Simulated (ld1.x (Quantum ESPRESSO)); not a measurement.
**Building the PAW potential for Er (Z = 68) (Wu–Cohen, fully relativistic).**

ld1.x (Quantum ESPRESSO) 7.5 input, shortened:

```
&input
   title='Er', zed=68., rel=2, dft='WC', iswitch=3,
   config='[Xe] 4f11 5d1 6s2 6p0', rel_dist='average'
 /
 &inputp
   pseudotype=3, lpaw=.true., tm=.true., lloc=-1, rcloc=1.10,
   nlcc=.true.,
   which_augfun='PSQ', rmatch_augfun_nc=.true.
 /
8
5S  1  0   2.00   0.00  1.60  1.75  0.0
6S  2  0   2.00   0.00  1.60  1.75  0.0
5P  2  1   6.00   0.00  2.35  2.50  0.0
6P  3  1   0.00   0.00  2.35  2.50  0.0
5D  3  2   1.00   0.00  2.10  2.75  0.0
5D  3  2   0.00   3.80  2.10  2.75  0.0
4F  4  3  11.00   0.00  0.60  0.75  0.0
4F  4  3   0.00   3.30  0.60  0.75  0.0
 &test
   configts(1)='4f11 5s2 5p6 5d1 6s2 6p0'
 /
```

Open shells are filled in proportion to 2j + 1 (rel_dist='average').

All-electron outer shells of the reference configuration (Wu–Cohen, scalar-relativistic, ld1.x):

| shell | level (eV) | outermost node (bohr) | outermost maximum (bohr) |
| --- | --- | --- | --- |
| 4p | -321.88 | 0.27 | 0.49 |
| 4d | -172.54 | 0.25 | 0.51 |
| 5s | -56.02 | 0.60 | 1.10 |
| 5p | -29.75 | 0.65 | 1.26 |
| 4f | -9.49 | – | 0.51 |
| 6s | -4.44 | 1.49 | 3.18 |
| 5d | -2.11 | 0.73 | 1.88 |
| 6p | -1.30 | 1.81 | 4.34 |

Task: Does the generator finish with these settings?

Result: No. ld1.x (Quantum ESPRESSO) 7.5 stopped with "find_q: too many iterations": no Bessel wave vectors were found for the pseudised augmentation function at its matching radius.
